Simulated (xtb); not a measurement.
AlClH2Se2, SMILES [Cl][Al]([SeH])[SeH]. All values are semi-empirical tight-binding results from xtb (GFN2-xTB unless named), good for trends rather than for accurate numbers. Geometry: GFN2-xTB. The structure was generated by enumeration; whether it is a known compound was not checked. The values are those of a single conformer.

Optimised geometry:

```xyz
6

Al     0.0000     0.0000     0.4722
Cl     0.0000     0.0000     2.4883
Se     2.0239     0.0029    -0.6542
H      1.4648    -0.1372    -1.9779
Se    -2.0239    -0.0029    -0.6542
H     -1.4648     0.1372    -1.9779
```

For metal compounds this method's bond lengths and energies can be far off.

```json
{
 "point_group_as_xtb_finds_it": "C2",
 "orbital_gap": "3.51 eV",
 "zero_point_energy": "9.8 kcal/mol",
 "G − E(el) at 298.15 K (modified RRHO)": "-12.1 kcal/mol"
}
```

Computed atomic charges and the Wiberg bond orders between heavy atoms:
charges (e) Al1 0.37, Cl2 -0.15, Se3 -0.27, H4 0.17, Se5 -0.27, H6 0.17. Bond orders Al1–Cl2 1.37, Al1–Se3 1.15, Al1–Se5 1.15.
